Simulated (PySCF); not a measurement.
Species: C3H7Si (charge -1).
Atom-mapped SMILES: `[SiH2-:1][CH:2]1[CH2:3][CH2:4]1` (hydrogens: H5, H6 on Si1; H7 on C2; H8, H9 on C3; H10, H11 on C4)

The same species was optimised twice, with GFN2-xTB and with PBE0-D3(BJ)/def2-SVP (PySCF), and the same property calculations (PySCF, gas phase) were run on both structures.

```csv
coordinate,GFN2-xTB,PBE0-D3(BJ)/def2-SVP,change
Si1–C2 (Å),1.886,1.962,+0.076
C2–C4 (Å),1.490,1.506,+0.016
C4–H10 (Å),1.084,1.097,+0.013
C3–H9 (Å),1.084,1.096,+0.012
C3–H8 (Å),1.089,1.099,+0.010
C2–H7 (Å),1.091,1.100,+0.009
C4–H11 (Å),1.089,1.098,+0.009
C2–C3 (Å),1.499,1.506,+0.007
C3–C4 (Å),1.500,1.503,+0.003
Si1–C2–C3 (°),122.5,124.7,+2.2
C4–C2–H7 (°),114.7,113.1,-1.6
C3–C2–H7 (°),114.9,113.5,-1.4
C2–C3–H9 (°),118.4,116.9,-1.5
H8–C3–H9 (°),112.8,114.1,+1.3
C2–C3–H8 (°),120.8,119.8,-1.0
H10–C4–H11 (°),112.8,113.6,+0.8
C2–C4–H11 (°),120.7,119.9,-0.8
```

Rotational constants: A = 14937, B = 3662, C = 3439 MHz (GFN2-xTB) against A = 14584, B = 3487, C = 3264 MHz (PBE0-D3(BJ)/def2-SVP). End groups have turned between the structures, so H5, H6 are left out of the comparison.

On the GFN2-xTB structure: HOMO (eV) 1.02 [PBE0/pcSseg-1]; LUMO (eV) 5.42 [PBE0/pcSseg-1]; GIAO shielding of Si1 (ppm) 433.6 [PBE0/pcSseg-1]; GIAO shielding of C2 (ppm) 187.0 [PBE0/pcSseg-1]; GIAO shielding of C3/C4 (mean) (ppm) 173.7 [PBE0/pcSseg-1]; Si1s of Si1 (eV) 1838.70 [delta-SCF UKS SCAN, pcX-2 on the ionised atom, pcseg-1 elsewhere, spin-free X2C]; Si2p of Si1 (eV) 99.21 [delta-SCF UKS SCAN, pcX-2 on the ionised atom, pcseg-1 elsewhere, spin-free X2C]; C1s of C2 (eV) 285.01 [delta-SCF UKS SCAN, pcX-2 on the ionised atom, pcseg-1 elsewhere, spin-free X2C]; C1s of C3 (eV) 285.78 [delta-SCF UKS SCAN, pcX-2 on the ionised atom, pcseg-1 elsewhere, spin-free X2C].

Question: What do these properties become on the PBE0-D3(BJ)/def2-SVP structure?

Answer: 
```csv
property,level,on GFN2-xTB,on PBE0-D3(BJ)/def2-SVP,change
HOMO (eV),PBE0/pcSseg-1,1.02,0.33,-0.69
LUMO (eV),PBE0/pcSseg-1,5.42,5.43,+0.01
"energy, GFN2-xTB geometry as zero (kcal/mol)",PBE0/pcSseg-1,0.0,-5.5,-5.5
GIAO shielding of Si1 (ppm),PBE0/pcSseg-1,433.6,422.6,-11.0
GIAO shielding of C2 (ppm),PBE0/pcSseg-1,187.0,182.4,-4.6
GIAO shielding of C3/C4 (mean) (ppm),PBE0/pcSseg-1,173.7,173.8,+0.1
Si1s of Si1 (eV),"delta-SCF UKS SCAN, pcX-2 on the ionised atom, pcseg-1 elsewhere, spin-free X2C",1838.70,1839.17,+0.47
Si2p of Si1 (eV),"delta-SCF UKS SCAN, pcX-2 on the ionised atom, pcseg-1 elsewhere, spin-free X2C",99.21,99.58,+0.37
C1s of C2 (eV),"delta-SCF UKS SCAN, pcX-2 on the ionised atom, pcseg-1 elsewhere, spin-free X2C",285.01,284.92,-0.09
C1s of C3 (eV),"delta-SCF UKS SCAN, pcX-2 on the ionised atom, pcseg-1 elsewhere, spin-free X2C",285.78,285.85,+0.07
```

The heavy atoms differ by 0.043 Å rms after alignment. Among the bonds compared Si1–C2 changes most (+0.076 Å). Changes are differences of the printed values. Neither structure is proved a minimum here. One conformer (not necessarily the lowest) at the PBE0-D3(BJ)/def2-SVP geometry, without solvent, vibrations or thermal averaging. The geometry's basis has no diffuse functions, a weakness for an anion.
